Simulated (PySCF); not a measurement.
B(Me)(OH)(SeH) (CH5BOSe), SMILES CB(O)[SeH].

Coordinates come from a B3LYP-D3(BJ)/def2-SVP optimisation. The structure was generated by enumeration, and PubChem lists no compound with its InChIKey, so it may never have been made. Other conformers were not sampled.

Calculation: PySCF with B3LYP-D3(BJ)/def2-SVP.

Frequencies are harmonic and unscaled.

```json
[
 {"mode": "1", "ν (cm⁻¹)": "43", "IR (km/mol)": "0.5", "moving atoms (share of kinetic energy)": "H 97 %"},
 {"mode": "2", "ν (cm⁻¹)": "235", "IR (km/mol)": "0.6", "moving atoms (share of kinetic energy)": "C 37 %, H 27 %, O 14 %, Se 12 %, B 11 %"},
 {"mode": "3", "ν (cm⁻¹)": "314", "IR (km/mol)": "3.6", "moving atoms (share of kinetic energy)": "O 55 %, Se 20 %, H 14 %"},
 {"mode": "4", "ν (cm⁻¹)": "342", "IR (km/mol)": "12.6", "moving atoms (share of kinetic energy)": "H 95 %"},
 {"mode": "5", "ν (cm⁻¹)": "430", "IR (km/mol)": "0.3", "moving atoms (share of kinetic energy)": "B 57 %, H 35 %"},
 {"mode": "6", "ν (cm⁻¹)": "519", "IR (km/mol)": "24.5", "moving atoms (share of kinetic energy)": "H 28 %, B 23 %, C 23 %, O 16 %, Se 11 %"},
 {"mode": "7", "ν (cm⁻¹)": "538", "IR (km/mol)": "99.4", "moving atoms (share of kinetic energy)": "H 89 %, O 10 %"},
 {"mode": "8", "ν (cm⁻¹)": "708", "IR (km/mol)": "6.4", "moving atoms (share of kinetic energy)": "H 91 %"},
 {"mode": "9", "ν (cm⁻¹)": "866", "IR (km/mol)": "19.7", "moving atoms (share of kinetic energy)": "H 56 %, B 23 %, C 20 %"},
 {"mode": "10", "ν (cm⁻¹)": "866", "IR (km/mol)": "0.2", "moving atoms (share of kinetic energy)": "H 64 %, C 24 %, O 12 %"},
 {"mode": "11", "ν (cm⁻¹)": "923", "IR (km/mol)": "167.6", "moving atoms (share of kinetic energy)": "H 52 %, B 26 %, C 12 %, O 10 %"},
 {"mode": "12", "ν (cm⁻¹)": "1170", "IR (km/mol)": "168.8", "moving atoms (share of kinetic energy)": "H 50 %, B 39 %"},
 {"mode": "13", "ν (cm⁻¹)": "1310", "IR (km/mol)": "88.3", "moving atoms (share of kinetic energy)": "H 64 %, C 16 %, B 14 %"},
 {"mode": "14", "ν (cm⁻¹)": "1389", "IR (km/mol)": "205.3", "moving atoms (share of kinetic energy)": "B 55 %, O 18 %, H 14 %, C 12 %"},
 {"mode": "15", "ν (cm⁻¹)": "1439", "IR (km/mol)": "5.5", "moving atoms (share of kinetic energy)": "H 93 %"},
 {"mode": "16", "ν (cm⁻¹)": "1444", "IR (km/mol)": "3.9", "moving atoms (share of kinetic energy)": "H 96 %"},
 {"mode": "17", "ν (cm⁻¹)": "2414", "IR (km/mol)": "16.3", "moving atoms (share of kinetic energy)": "H 99 %"},
 {"mode": "18", "ν (cm⁻¹)": "3015", "IR (km/mol)": "5.1", "moving atoms (share of kinetic energy)": "H 97 %"},
 {"mode": "19", "ν (cm⁻¹)": "3081", "IR (km/mol)": "8.8", "moving atoms (share of kinetic energy)": "H 91 %, C 9 %"},
 {"mode": "20", "ν (cm⁻¹)": "3126", "IR (km/mol)": "8.3", "moving atoms (share of kinetic energy)": "H 91 %, C 9 %"},
 {"mode": "21", "ν (cm⁻¹)": "3824", "IR (km/mol)": "61.1", "moving atoms (share of kinetic energy)": "H 94 %"}
]
```
